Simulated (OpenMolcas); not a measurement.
# Zr3+ in a point-charge field

Zr3+ among 4 point charges of -0.65 e arranged as a square (D4h), 1.98 Å from the ion.

```json
{
  "Program": "OpenMolcas 26.06",
  "Method": "CASSCF",
  "Basis": "ANO-RCC-VDZP [6s5p3d1f]",
  "Scalar Hamiltonian": "DKH2, point nucleus",
  "Active space": "1 electron in 5 orbitals (4d)",
  "State averaging": "2S+1 = 2 even, 5 roots",
  "Spin-orbit coupling": "state interaction with AMFI integrals over the reference wave functions"
}
```

The lowest spin-free states (labels of D4, the rotations of D4h), above the lowest:

| State | Degeneracy | E (cm-1) | Free-ion L (%) |
| --- | --- | --- | --- |
| 2A1 | 1 | 0.0 | D (100) |
| 2E | 2 | 2248 | D (100) |
| 2B2 | 1 | 8607 | D (100) |
| 2B1 | 1 | 16243 | D (100) |

The lowest levels with spin-orbit coupling:

```
E (cm-1)  Degeneracy  Label  2S+1               g
     0.0           2   E1/2     2  0.71 0.71 1.87
    2303           2   E1/2     2  0.13 1.29 1.29
    2609           2   E3/2     2  0.08 0.08 3.99
    8743           2   E3/2     2  1.45 2.14 2.14
   16437           2   E3/2     2  2.06 2.06 2.54
```

Powder χT (cm3 K/mol): 0.142 at 2 K, 0.145 at 10 K, 0.159 at 50 K, 0.177 at 100 K, 0.213 at 200 K, 0.249 at 300 K. The effective moment at 300 K is 2.828 √(χT) = 1.41 μB.

The lowest level has 2S+1 = 2, for which the spin-only value is χT = S(S+1) / 2 = 0.375 cm3 K/mol (g = 2). The computed 0.249 at 300 K differs by -0.126, through orbital momentum, spin-orbit coupling and any other state in reach.

This is an electrostatic model: the charges have no orbitals. No measured value stands beside these numbers.
